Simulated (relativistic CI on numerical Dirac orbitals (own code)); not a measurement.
Level scheme of Re+

Method of calculation: Dirac-Coulomb-Breit CI, orbitals from a KLI potential per configuration, QED by a radiative potential, valence Slater integrals scaled by 0.85, configuration energies shifted to the measured levels that pair with them (semi-empirical) (own radial code, finite nucleus).

Configuration list (outside the closed core [Xe] 4f14): 5d5 6s, 5d4 6s2, 5d6, 5d4 6s 6p, 5d5 6p, 5d5 6d, 5d3 6s 6p2, 5d3 6s2 6p, 5d5 6f, 5d4 6s 5f, 5d5 7s, 5d4 6s 5g, 5d4 6p2, 5d5 7p, 5d4 6s 7p, 5d4 6s 7s, 5d5 5f, 5d5 8s, 5d3 6s2 6d, 5d4 6s 8s, 5d4 6s 6d, 5d5 7d, 5d5 8p, 5d4 6s 7d, 5d4 6s 8p, 5d5 5g, 5d4 6s 6f, 5d3 6s2 5f, 5d5 7f, 5d4 7s2. Levels of other configurations are missing.

```tsv
No.	Configuration	Term	J	E (eV)	%	Lifetime (s)	jj configuration (%)
1	5d5 6s	7S	3	0.0000	94		5d3/2^2 5d5/2^3 6s (38)
2	5d6	5D	4	1.8454	62	1.30e+01	5d3/2^3 5d5/2^3 (30)
3	5d6	5D	0	1.8492	29		5d3/2^4 (22)
4	5d6	5D	2	1.8713	33	1.28e+00	5d3/2^3 5d5/2^2 6s (21)
5	5d6	5D	3	1.9013	43	7.97e-01	5d3/2^3 5d5/2^3 (29)
6	5d6	5D	1	1.9103	35	6.55e+01	5d3/2^3 5d5/2^3 (25)
7	5d5 6s	5S	2	2.2699	65		5d3/2^3 5d5/2^2 6s (29)
8	5d5 6s	5G	2	2.5150	70		5d3/2^3 5d5/2^2 6s (50)
9	5d5 6s	5G	3	2.5412	53	3.95e-01	5d3/2^3 5d5/2^2 6s (36)
10	5d5 6s	5G	4	2.6791	85		5d3/2^3 5d5/2^2 6s (51)
11	5d5 6s	5G	6	2.7107	92		5d3/2^3 5d5/2^2 6s (46)
12	5d5 6s	5G	5	2.7299	92		5d3/2^2 5d5/2^3 6s (53)
13	5d5 6s	5G	3	2.8031	34	9.50e-02	5d3/2^2 5d5/2^3 6s (38)
14	5d5 6s	3D	2	2.9119	26	5.91e-01	5d3/2^2 5d5/2^3 6s (44)
15	5d6	1S	0	2.9222	23	1.62e-01	5d3/2^2 5d5/2^3 6s (23)
16	5d5 6s	3D	1	3.0002	37	3.88e-01	5d3/2^3 5d5/2^2 6s (35)
17	5d5 6s	5P	2	3.0015	63	7.53e-02	5d3/2^3 5d5/2^2 6s (37)
18	5d5 6s	5P	1	3.0484	73		5d3/2^2 5d5/2^3 6s (44)
19	5d6	3F	4	3.0987	23	6.30e-01	5d5/2^2 (42)
20	5d6	5D	3	3.1640	24	2.29e-01	5d3/2^3 5d5/2^3 (37)
21	5d5 6s	3G	3	3.2575	37	3.93e-01	5d3/2^3 5d5/2^2 6s (32)
22	5d4 6s2‡	5D	0	3.2846	38	1.78e+00	5d3/2^4 (24)
23	5d5 6s	3G	5	3.3258	42	8.32e+00	5d3/2^3 5d5/2^3 (37)
24	5d5 6s	3G	4	3.3772	30	1.60e+00	5d3/2^2 5d5/2^3 6s (37)
25	5d6	5D	1	3.4155	41	3.63e-01	5d3/2^3 5d5/2 (39)
26	5d6	3F	2	3.4414	21		5d3/2^2 5d5/2^4 (18)
27	5d6	3F	3	3.5378	20		5d3/2^3 5d5/2^2 6s (23)
28	5d5 6s	5D	4	3.5833	17		5d3/2^3 5d5/2^3 (36)
29	5d6	3F	2	3.6980	23		5d3/2^2 5d5/2^4 (24)
30	5d6	3P	2	3.7173	47		5d3/2^3 5d5/2^3 (31)
31	5d5 6s	5D	1	3.7990	43		5d3/2^2 5d5/2^3 6s (41)
32	5d5 6s	5D	0	3.8348	57		5d3/2^2 5d5/2^3 6s (42)
33	5d5 6s	3F	4	3.8396	19		5d3/2^3 5d5/2^2 6s (28)
34	5d6	3F	3	3.8618	20		5d3/2^2 5d5/2^4 (26)
35	5d6	3H	6	3.8973	81		5d3/2^3 5d5/2^3 (75)
36	5d5 6s	3I	5	3.9532	38		5d3/2^3 5d5/2^2 6s (43)
37	5d5 6s	5D	2	3.9658	33		5d3/2^2 5d5/2^3 6s (35)
38	5d4 6s2‡	5D	3	3.9986	45		5d3/2^2 5d5/2^2 (29)
39	5d5 6s	3P	1	4.0109	41		5d3/2^2 5d5/2^3 6s (41)
40	5d6	3H	4	4.0516	22		5d3/2^2 5d5/2^4 (24)
41	5d5 6s	3I	6	4.0876	73		5d3/2^2 5d5/2^3 6s (59)
42	5d6	3H	5	4.1056	40		5d3/2^2 5d5/2^3 6s (27)
43	5d5 6s	5F	4	4.1285	24		5d3/2^2 5d5/2^4 (28)
44	5d5 6s	3P	0	4.1836	52		5d3/2^2 5d5/2^3 6s (33)
45	5d5 6s	3F	3	4.2172	27		5d3/2^3 5d5/2^2 6s (29)
```

Energies count from the lowest computed level; lifetimes are radiative, by E1, M1, E2 decay to levels of this space only; some are left blank where a channel outside the calculation adds to the decay or the decay crosses a small, uncertain gap. Filled j subshells are mostly left out of the jj labels. ‡ marks configurations that were not tied to measured data.

The mean weight of the leading LS term, summed over parents, in these 45 levels is 44 %, and that of the leading jj configuration (from the same eigenvectors) 35 %.

Configurations whose levels could be paired with our table of measured levels were shifted onto them, all but the ground configuration, by the median error of their levels; single terms can still be off by 1,000 to 2,000 cm⁻¹ or more, and rates follow the energies as ν³ (E1, M1) or ν⁵ (E2). The others borrow a shift and can be off by several thousand cm⁻¹ or more. The fine structure of a lone outer electron comes out too small, for d and f at times inverted, and misplaced configurations move strength between like terms. 6 of the 11 excited levels that our extract of the measured tables holds in this range could be paired (the sources list more); they are missed by 966 cm⁻¹ on average and 1439 at most, after the shifts were fitted to these levels, and levels without a partner can miss by more. Some levels of the ground configuration have no partner and can miss by 10 % or more.

LS names give the leading component of a level, which can be under half, so a name can repeat, a term be missing and a line seem to break the LS rules.
